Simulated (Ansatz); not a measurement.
Two members of one family (Bn), computed with Ansatz in the gas phase. The two geometries come from different levels. HOMO and LUMO are taken over both spins. The structures are stationary points that may keep the symmetry of their start. Remarks come from the PBE and PBE0 runs and from stability tests at other levels; not every state was tested.

First: B6⁺ (doublet, charge 1, r2SCAN-D4/def2-SVP geometry).

```xyz
6

B     0.064    0.510   -0.831
B     0.017    1.057    0.982
B     0.206    2.026   -0.251
B    -0.113   -2.034    0.250
B     0.010   -0.516    0.830
B    -0.185   -1.043   -0.979
```

```json
{"level": "PBE-D4/def2-SVP", "HOMO (eV)": "-12.00", "LUMO (eV)": "-11.31", "gap (eV)": "0.70"}
{"level": "r2SCAN-D4/def2-TZVP", "HOMO (eV)": "-12.36", "LUMO (eV)": "-11.12", "gap (eV)": "1.24"}
{"level": "PBE0-D4/def2-SVP", "HOMO (eV)": "-13.02", "LUMO (eV)": "-10.48", "gap (eV)": "2.54"}
{"level": "PBE0-D4/def2-TZVP", "HOMO (eV)": "-13.01", "LUMO (eV)": "-10.41", "gap (eV)": "2.60"}
{"level": "CAM-B3LYP-D4/def2-TZVP", "HOMO (eV)": "-14.11", "LUMO (eV)": "-9.20", "gap (eV)": "4.91"}
```

Remarks: spin-contaminated (⟨S²⟩ up to 0.94).

Second: B8⁺ (doublet, charge 1, PBE-D4/def2-SVP geometry).

```xyz
8

B    -1.050    0.124   -1.521
B    -0.894    1.444   -0.690
B    -0.420   -1.293   -1.216
B     0.816    0.646    1.518
B     0.000    0.000    0.000
B     0.531   -1.738    0.015
B     1.078   -0.869    1.227
B    -0.061    1.685    0.668
```

**Question.** Estimate the same table for the second.

**Answer.** 
| level | HOMO (eV) | LUMO (eV) | gap (eV) |
| --- | --- | --- | --- |
| PBE-D4/def2-SVP | -11.46 | -11.30 | 0.16 |
| r2SCAN-D4/def2-TZVP | -11.66 | -11.16 | 0.50 |
| PBE0-D4/def2-SVP | -12.20 | -10.48 | 1.72 |
| PBE0-D4/def2-TZVP | -12.18 | -10.41 | 1.76 |
| CAM-B3LYP-D4/def2-TZVP | -13.07 | -9.20 | 3.87 |
